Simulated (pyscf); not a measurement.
Structures and frequencies: ωB97X-D3(BJ)/def2-SVP in PySCF.

Q: `[NH2][SiH][Cl]` [doublet] -> `[NH][SiH2][Cl]` [doublet]
Surface: doublet. Broken: H–N. Formed: H–Si. Give ΔE‡ and ΔE from ωB97X-D3(BJ)/def2-TZVP, relative to the reactant's lowest minimum found.

A: ΔE‡ = 51.9 kcal/mol, ΔE = +20.1 kcal/mol. CCSD(T)/def2-TZVPP + ΔMP2(QZVPP) gives 51.1 kcal/mol and +21.3 kcal/mol. Zero-point energy shifts the barrier by -3.4 kcal/mol. It is a hydrogen shift, with an imaginary mode of 1812i cm⁻¹. This is the saddle that the search found; another between the same sides may lie lower. The CCSD(T) − MP2 part came from Ansatz, without density fitting, on the same reference.
